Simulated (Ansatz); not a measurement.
Reaction (isomerisation): `FBC[SiH3]` → `BC[SiH2]F`

Isolated molecules relaxed with PBE0-D4/def2-TZVP in Ansatz; ΔE leaves out vibrations. CCSD(T)/CBS adds triple-zeta CCSD(T) − MP2 to the extrapolated MP2 energy (def2 sets, frozen cores). Functionals use def2-TZVPP. Each species was taken in one conformer, which may not be the lowest.

CCSD(T)/CBS gives +11.8 kJ/mol.

(1) Another level gave +19.8 kJ/mol. Which?
A. BLYP/def2-TZVPP
B. CCSD/def2-TZVPP
C. PBE/def2-TZVPP
D. LDA (SPW92)/def2-TZVPP

Largest T1 diagnostic among the species: 0.012.

Answers

(1) A. BLYP 19.8, CCSD/def2-TZVPP 15.1, LDA (SPW92) 31.3, PBE 24.8 kJ/mol.

From BLYP to BHLYP (50 % exact exchange), in def2-TZVPP and without D4, ΔE moves by −6.3 kJ/mol. At CCSD(T), def2-SVP lies +36.7 kJ/mol from the extrapolated value and def2-TZVPP +5.0 kJ/mol. In def2-TZVPP, CCSD(T) changes the Hartree–Fock value by +7.1 kJ/mol (the triples alone add +1.7 kJ/mol) and MP2 by +3.4 kJ/mol.
